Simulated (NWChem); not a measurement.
System: BGeH₄OCl; SMILES Cl[B](O)[GeH3]

```xyz
8

B      0.4902     0.6449     0.0045
Cl    -0.7038     1.9759     0.0513
Ge    -0.1684    -1.3227     0.0012
H     -1.0170    -1.6072     1.2691
H     -1.0863    -1.5801    -1.2234
H      1.0000    -2.3410    -0.0423
O      1.8110     0.9305    -0.0284
H      1.9860     1.8940    -0.0227
```
Atoms are numbered in this order, from 1.

Computed with NWChem. Pople sets run with spherical d functions. Structure relaxed at the PBE-D3(BJ)/def2-SVP level. Vzz is the largest principal value of the second derivative of the potential at the nucleus (NWChem prints the opposite sign); η is the asymmetry. Non-relativistic.

For level B3LYP/6-31G*:

```yaml
Vzz B1 (a.u.): 0.302
Vzz Cl2 (a.u.): 1.923
Vzz Ge3 (a.u.): -0.186
Vzz O7 (a.u.): 1.208
```

Question: What are these values for level Hartree-Fock/cc-pVTZ?

Answer: The vzz B1 (a.u.) is 0.388 and the vzz Cl2 (a.u.) is 1.881. The vzz Ge3 (a.u.) is -0.346 and the vzz O7 (a.u.) is 1.294.
